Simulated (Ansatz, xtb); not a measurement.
# C5H8O3: 7 structures ranked

7 gas-phase structures of C5H8O3, from a drawn sample of its isomers (lower ones may exist). Each was relaxed with GFN2-xTB; where two conformers were screened, the lower at r2SCAN-D4/def2-SVP//GFN2-xTB is listed:

A. `C=CO[C@H](C)C(=O)O`, a singlet
B. `C=COC(=O)OCC`, a singlet
C. `CC(C)C(=O)OC=O`, a singlet
D. `C/C=C(\OC)OC=O`, a singlet
E. `C[C@@H]1OCOCC1=O`, a singlet
F. `O=COC[C@@H]1CCO1`, a singlet
G. `CO[C@@H]1C[C@H]1C(=O)O`, a singlet

**Question.** Make a reasoned guess at their ranking by r2SCAN-D4/def2-SVP//GFN2-xTB single-point energy.

**Answer.** Calculated order at r2SCAN-D4/def2-SVP//GFN2-xTB: C (0.000), B (0.576), A (0.765), G (0.944), E (1.122), D (1.408), F (1.542) eV.

Energies above the lowest of each column, in eV; the last columns are at r2SCAN-D4/def2-SVP geometries and were run for some of them only (a dash: not run or not comparable):

```tsv
structure	GFN2-xTB	HF/STO-3G	r2SCAN-D4/def2-SVP//GFN2-xTB	r2SCAN-D4/def2-SVP	CCSD(T)/def2-SVP + ΔMP2/def2-TZVPP
C	0.000	0.344	0.000	0.000	0.000
B	0.008	0.961	0.576	0.619	0.627
A	0.643	1.589	0.765	0.790	0.683
G	0.465	1.369	0.944	–	–
E	0.401	0.000	1.122	–	–
D	0.699	1.522	1.408	–	–
F	0.725	0.739	1.542	–	–
```

CCSD(T)/def2-SVP + ΔMP2/def2-TZVPP puts C lowest of those it was run on; HF/STO-3G picks E. Some further structures that were screened fall inside this span and aren't listed. Flexible structures stand in one conformer each, not always the lowest. Frequencies (GFN2-xTB) were run for A, B, C alone. The ΔMP2 step shifts differences by up to 0.204 eV, which makes them less sure. ΔMP2 is the change of the MP2 energy from the smaller to the larger basis.

Over these structures GFN2-xTB departs from r2SCAN-D4/def2-SVP//GFN2-xTB by 0.247 eV on average once a common shift is removed. A GFN2-xTB relaxation took about 0.091 s and the r2SCAN-D4/def2-SVP//GFN2-xTB energy about 2.2 s on a shared host (Ansatz 0.2.0, xtb 6.7.1).
